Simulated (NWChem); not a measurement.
Species: ZnF, doublet; SMILES [F][Zn]

```xyz
2

Zn     0.0000     0.0000    -0.4087
F      0.0000     0.0000     1.3799
```
Atoms are numbered in this order, from 1.

Level: PBE0-D3(BJ)/def2-TZVP, spin-unrestricted (NWChem), optimised geometry, unscaled harmonic frequencies. The spin multiplicity was typed, not searched, and may not be the lowest.

```csv
frequency (cm⁻¹),IR intensity (km/mol)
595,69.5
```

| Quantity | Result |
|---|---|
| zero-point energy | 0.9 kcal/mol |
| thermal correction to the enthalpy at 298.15 K (with zero-point energy) | 3.0 kcal/mol |
| heat capacity Cv | 6.0 cal/(mol K) |
| dipole moment | 3.07 D |

Rigid rotor and harmonic oscillator.
